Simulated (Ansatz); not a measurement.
## Which method gave which barrier?

Saddle point of Si4NH13ClF, singlet (Si₄H₉Cl ([SiH3][Si]([SiH3])([SiH3])[Cl]) + NH₃ + HF → Si₃H₇Cl ([SiH3][SiH]([SiH3])[Cl]) + SiH₃F ([F][SiH3]) + NH₃; bonds formed: Si1–H8, Si2–F9; bonds broken: Si1–Si2, H8–F9), PBE0-D4/def2-TZVP structure:

Si1  (-0.321, -0.505, 0.751)
Si2  (2.244, -0.432, 0.495)
Si3  (-1.899, 1.120, 1.359)
Si4  (-0.828, -1.820, -1.103)
Cl5  (-0.317, -1.719, 2.465)
H6  (0.539, 1.871, -1.116)
N7  (-0.052, 1.147, -1.510)
H8  (0.958, 0.713, 0.841)
F9  (1.875, 1.543, 0.740)
H10  (2.801, -0.092, -0.833)
H11  (3.118, -0.340, 1.681)
H12  (1.935, -1.900, 0.386)
H13  (-2.065, 2.185, 0.334)
H14  (-1.476, 1.741, 2.640)
H15  (-3.208, 0.439, 1.555)
H16  (-1.153, -3.207, -0.681)
H17  (0.328, -1.859, -2.038)
H18  (-2.000, -1.242, -1.813)
H19  (0.429, 0.776, -2.322)
H20  (-0.908, 1.581, -1.831)
(Å)

Program: Ansatz 0.2.0. Basis: def2-TZVPP, with def2-QZVPP for the basis limit. Cores are frozen in the correlated methods. Extrapolation: Hartree–Fock as exp(−7.88 √X), correlation as X^−2.97. Four methods, as single points on the PBE0-D4 structures, gave these electronic barriers from the start structure: 31.05, 36.24, 38.23, 55.13 kcal/mol.

Task: The methods were, in alphabetical order, HF, MP2, PBE-D4, PBE0-D4. Which gave which? (Judge from chemistry; the calculation decides.)

Result: The calculation gives: PBE-D4 31.05; PBE0-D4 36.24; MP2 38.23; HF 55.13 kcal/mol. For comparison, CCSD(T) at an estimated basis limit (MP2 extrapolated from triple and quadruple zeta, plus CCSD(T) − MP2 in triple zeta) gives 39.37 kcal/mol.

No T1 diagnostic of these runs exceeds 0.014.

Labels in which every atom is bracketed show which atoms are joined, not bond orders.

For scale, one of the runs: CCSD(T)/def2-TZVPP, 454 basis functions, launched by `ansatz run in.yaml --threads 4 --pin off --events-out ev --progress --plain --max-ram 46080MiB --backend cuda --devices 0, --max-vram 37GiB`. Hardware: 4 CPU threads of an AMD EPYC 7R13 and a share of one NVIDIA H100, shared host. Wall time 26 s; peak host memory 0.94 GiB.
